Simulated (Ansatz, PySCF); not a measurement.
Noncovalent pair: HF (SMILES F) (first 2 atoms) with HBr (SMILES Br); geometry from B3LYP-D3(BJ)/def2-TZVP, rigid monomers moved along the line of their centres of mass till F1···H4 is 2.38 Å.
(charge 0, multiplicity 1):
```tsv
atom	x (Å)	y (Å)	z (Å)
F	-0.3622	0.1354	0.3694
H	-0.2203	-0.7743	0.2652
Br	-0.0143	0.9962	4.0406
H	-0.1862	0.8847	2.6254
```

Interaction energies are E(AB) − E(A) − E(B) at the monomers' geometry in the complex; basis-set methods are counterpoise corrected. Rows marked so take none.

Rows in 6-31G* carry no dispersion term and start afresh at each structure (6-31G* with six Cartesian d functions); the Pople sets are all-electron and without relativity.

Codes used: Ansatz (Gaussian orbitals); PySCF for 6-31G* rows, the dispersion terms. Values without a source in brackets are computed.

### Question
One of these levels gives -2.30 kcal/mol for the interaction energy. Which?
(A) HF/aug-cc-pVQZ
(B) M06-2X/6-31G* (no counterpoise)
(C) HF/6-31G* (no counterpoise)
(D) PBE-D4/def2-TZVPPD

### Answer
D, PBE-D4/def2-TZVPPD. The others give -2.71 (HF/6-31G* (no counterpoise)), -1.46 (HF/aug-cc-pVQZ), -3.79 (M06-2X/6-31G* (no counterpoise))

Ansatz is a first-principles code.
